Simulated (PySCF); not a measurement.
## Nuclear quadrupole coupling in `CC#C[SiH2]OC`

Compound: C₄H₈OSi.
Geometry (GFN2-xTB, Å), atoms numbered from 1 in this order:
```
atom  x, y, z in Å
C1     3.1048    0.2459    0.2342
C2     1.7624   -0.2489    0.0201
C3     0.6467   -0.6699   -0.1575
Si4   -1.0775   -1.2841   -0.4397
O5    -2.1258   -0.0687   -0.6997
C6    -2.4330    1.0159    0.1149
H7     3.5909   -0.3254    1.0251
H8     3.0762    1.2966    0.5233
H9     3.6877    0.1478   -0.6816
H10   -1.2246   -1.9819   -1.7086
H11   -1.4441   -2.0596    0.7543
H12   -2.8759    0.6844    1.0585
H13   -1.5376    1.6023    0.3382
H14   -3.1510    1.6451   -0.4136
```

Field gradients from the PBE0/pcSseg-1 density (PySCF, non-relativistic), principal values in atomic units, ordered |Vxx| ≤ |Vyy| ≤ |Vzz|:

```json
{"atom": "O5", "Vxx": "-0.5506", "Vyy": "-1.1773", "Vzz": "1.7279"}
```

**Question.** Find the asymmetry η = (Vxx − Vyy)/Vzz and the couplings χ = eQV/h (234.96 MHz × Q in barn × V in au), with Q(17O) = −0.0256 b.

**Answer.** 
| atom | environment | nucleus | η | χzz (MHz) | χxx (MHz) | χyy (MHz) |
| --- | --- | --- | --- | --- | --- | --- |
| O5 | silyl ether oxygen | 17O | 0.36 | -10.39 | 3.31 | 7.08 |

**Question.** What is Vzz at O5 in SI units (1 au = 9.71736 × 10²¹ V/m²)?

**Answer.** 1.7279 au = 16.791 × 10²¹ V/m².

**Question.** And the gradient at the other heavy atoms, for which no coupling is worked out here?

**Answer.** 
```json
{"atom": "C1", "environment": "propargylic carbon", "Vzz (au)": "0.128", "η": "0.03"}
{"atom": "C2", "environment": "alkyne carbon", "Vzz (au)": "-0.356", "η": "0.18"}
{"atom": "C3", "environment": "alkyne carbon", "Vzz (au)": "-0.309", "η": "0.02"}
{"atom": "Si4", "environment": "oxygen-bound silicon", "Vzz (au)": "-0.430", "η": "0.87"}
{"atom": "C6", "environment": "methoxy carbon", "Vzz (au)": "0.405", "η": "0.05"}
```

**Question.** What couplings would deuterons (Q(2H) = 0.00286 b) have in place of the hydrogens, at this geometry?

**Answer.** 
```
atom  bonded to  bond length (Å)  Vzz (au)     η  χzz (kHz)
  H7         C1            1.090    0.3076  0.02        207
  H8         C1            1.090    0.3077  0.02        207
  H9         C1            1.090    0.3075  0.02        207
 H10        Si4            1.456    0.1658  0.00        111
 H11        Si4            1.470    0.1537  0.03        103
 H12         C6            1.094    0.2957  0.08        199
 H13         C6            1.093    0.2946  0.08        198
 H14         C6            1.091    0.3008  0.07        202
```

One conformer (not necessarily the lowest) at the GFN2-xTB geometry, without solvent, vibrations or thermal averaging. GFN2-xTB bond lengths can be off by several hundredths of an ångström, more for odd bonds, and the gradients follow them. A larger basis could move these couplings by a tenth or more.

The run behind these numbers computed NMR shieldings as well. The run took 14 s wall on one thread of an Arm Neoverse V1, on a shared host, and the process peaked at 0.70 GiB of memory.
